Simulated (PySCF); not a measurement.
Molecule: SMILES C[SiH](C)/C=C/[Si](Cl)(Cl)Cl, singlet. Atoms near the plane z = 1.2 Å, at the GFN2-xTB optimised geometry (x, y, z in Å): Si1 (-0.1, -3.3, 0.0), Cl3 (-0.7, -4.3, 1.7), Cl4 (2.0, -3.3, 0.0), C5 (-0.7, -1.6, 0.0), C6 (-0.5, -0.7, 1.0), Si7 (-1.2, 1.1, 1.0), C8 (0.3, 2.3, 1.0), C9 (-2.2, 1.3, 2.5), H11 (0.1, -1.0, 1.8), H12 (-2.0, 1.3, -0.2), H13 (0.9, 2.1, 1.9), H14 (1.0, 2.2, 0.2), H15 (0.0, 3.3, 1.0), H16 (-3.1, 0.6, 2.5), H18 (-2.7, 2.3, 2.6).

Computed with B3LYP/def2-SVP in PySCF. Cells within 0.4 Å of a nucleus heavier than hydrogen are left out (blank, or x). The values are rescaled to run from 0 to 1.

```
|000000000000000000000000000|
|000000000000000000000000000|
|000000000001222100000000000|
|000000000013444320000000000|
|000000000134666532000000000|
|000000111235787643100000000|
|000001223346788764210000000|
|00001233445678x875310000000|
|0000124456678xx875310000000|
|000023456777888764310000000|
|0000234678x9776653200000000|
|0001234567x9765432100000000|
|000023456677765321000000000|
|000012345678876421000000000|
|000001234678x87531000000000|
|000000124578x87531000000000|
|000000124577886532100000000|
|000000023566665433221000000|
|000000013455554444443100000|
|000000012345554455554200000|
|000000013456665556654310000|
|000000024567776566665310000|
|000000035688886556654310000|
|000000035789986555543200000|
|000000035689986544432100000|
|000000024678875422210000000|
|000000013456654310000000000|
```
Scale: ten equal steps from 0.000 (start of '0') to 1.00 (end of '9'), in the order '0123456789'; x runs from -5.50 to 5.50, y from -5.50 (bottom) to 5.50 (top).

Which quantity is mapped?
A) an orbital amplitude
B) log10 of the electron density
C) deformation density (molecule minus spherical neutral atoms)
D) electron localisation function

B, log10 of the electron density. In full: log10 of the electron density (e/bohr³), floored at −4.
